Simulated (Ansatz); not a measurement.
CCl$_{2}$FI, SMILES `FC(Cl)(Cl)I`, relaxed with RKS PBE-D4/def2-SVP in Ansatz from a rough embedded geometry. The force threshold is 0.03 eV/Å; the program also tests the step.

Charge 0, multiplicity 1. I takes the def2 core potential.

Start:

```xyz
5

F     1.085   -0.984   -0.080
C     0.055   -0.101    0.057
Cl   -1.410   -0.930   -0.445
Cl   -0.106    0.459    1.653
I     0.376    1.556   -1.184
```

| step | energy (eV) | largest force (eV/Å) | largest move (Å) |
| --- | --- | --- | --- |
| 1 | -36874.2135 | 2.128 | 0.000 |
| 2 | -36874.3842 | 1.136 | 0.171 |
| 3 | -36874.4341 | 0.625 | 0.058 |
| 4 | -36874.4432 | 0.222 | 0.015 |
| 5 | -36874.4447 | 0.116 | 0.005 |
| 6 | -36874.4450 | 0.007 | 0.005 |

End:

```xyz
5

F     1.080   -0.953   -0.061
C     0.039   -0.120    0.052
Cl   -1.444   -0.965   -0.452
Cl   -0.094    0.423    1.741
I     0.420    1.614   -1.280
```

Run time 4.8 s (4 threads of an Arm Neoverse V2 on a shared host); peak host memory 0.14 GiB.
